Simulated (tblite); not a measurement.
Compound: C6H9N3S.
Geometry (GFN2-xTB, Å), atoms numbered from 1 in this order:
```xyz
19
C6H9N3S angstrom
C     -3.1803   -0.3280    0.1097
C     -2.2975    0.4154   -0.8957
C     -0.8618    0.0650   -0.6739
C     -0.0675    0.7154    0.2576
C      1.2449    0.2476    0.3575
S      2.3790    0.9694    1.4640
C      3.8515   -0.0269    1.1102
N      1.6652   -0.7672   -0.4003
N      0.8571   -1.3227   -1.2360
N     -0.3578   -0.9460   -1.3948
H     -4.2226   -0.0604   -0.0424
H     -2.9012   -0.0715    1.1297
H     -3.0724   -1.4021   -0.0196
H     -2.5767    0.1233   -1.9081
H     -2.4324    1.4925   -0.7790
H     -0.4255    1.5324    0.8639
H      4.6381    0.3471    1.7572
H      4.1165    0.0943    0.0651
H      3.6335   -1.0682    1.3226
```

Calculated harmonic vibrations of the isolated species, GFN2-xTB (tblite), most abundant isotopes, no scaling. The method is semi-empirical: single wavenumbers can be off by several per cent or more. One conformer, not necessarily the lowest.

Harmonic wavenumbers (cm⁻¹): 26.2, 58.9, 93.2, 122.9, 145.0, 153.9, 203.0, 242.7, 278.5, 373.2, 391.1, 426.0, 528.7, 608.2, 734.4, 740.2, 760.3, 824.2, 849.8, 893.1, 952.3, 957.4, 1031.2, 1046.2, 1054.5, 1075.6, 1090.3, 1123.0, 1226.2, 1228.7, 1304.4, 1311.4, 1314.6, 1363.2, 1405.9, 1423.6, 1430.9, 1452.9, 1462.6, 1494.9, 1498.2, 1507.1, 2981.1, 3008.3, 3033.5, 3044.1, 3046.9, 3047.0, 3054.1, 3065.9, 3087.6.

A = 2718, B = 658.6, C = 557.9 MHz; mass 155.052 u (most abundant isotopes); point group C1, symmetry number 1.

Task: Zero-point energy?

Result: Half the sum of the wavenumbers: 31789 cm⁻¹ = 380.28 kJ/mol.

Task: Entropy at 273.15 K, 1 bar (ideal gas, RRHO, classical rotation)?

Result: Translation 169.94, rotation 125.08, vibration 131.89: S = 426.9 J/(mol K).

Task: And Cp and H(273.15 K) − H(0)?

Result: Cp = 155.99 J/(mol K), of which vibrations give 122.73 (their classical limit is 51 R = 424.0); H(273.15 K) − H(0) = 27.11 kJ/mol without the zero-point energy, 18.03 from vibrations.

Task: Blend soft modes into free rotors: weight 1/[1 + (100 cm⁻¹/ν̃)⁴] for the oscillator and the rest for a rotor with moment μB/(μ + B), μ = h/(8π²ν), B = 10⁻⁴⁴ kg m². What vibrational entropy results?

Result: 118.56 J/(mol K) in place of 131.89, which changes −T·S at 273.15 K by +3.64 kJ/mol.

Task: How do the functions run with temperature in this model?

Result: 
| T (K) | S (J/(mol K)) | Cp (J/(mol K)) | H − H(0) (kJ/mol) | G − H(0) (kJ/mol) | ln q(vib) |
| --- | --- | --- | --- | --- | --- |
| 50 | 259.1 | 61.4 | 2.29 | -10.67 | 0.97 |
| 100 | 310.3 | 87.7 | 6.05 | -24.97 | 2.57 |
| 298.15 | 441.0 | 166.6 | 31.14 | -100.35 | 8.65 |
| 373.15 | 481.8 | 198.0 | 44.82 | -134.97 | 10.77 |
| 500 | 546.5 | 244.9 | 73.01 | -200.25 | 14.27 |
| 750 | 659.1 | 309.7 | 143.00 | -351.35 | 20.82 |
| 1000 | 754.3 | 350.6 | 225.90 | -528.35 | 26.87 |

q(vib) and H(0) count from the zero-point level.

Task: Which modes carry the vibrational entropy at 273.15 K?

Result: 26.2 cm⁻¹: 24.79; 58.9 cm⁻¹: 18.08; 93.2 cm⁻¹: 14.31; 122.9 cm⁻¹: 12.07; 145.0 cm⁻¹: 10.75; 153.9 cm⁻¹: 10.28 J/(mol K); the other 45 give 41.60 together.

Hindered rotation and anharmonicity are outside this model. Other conformers, if any are populated, would add a mixing term that is left out. The structure is chiral; the term R ln 2 for an equal mix with its mirror image is left out.
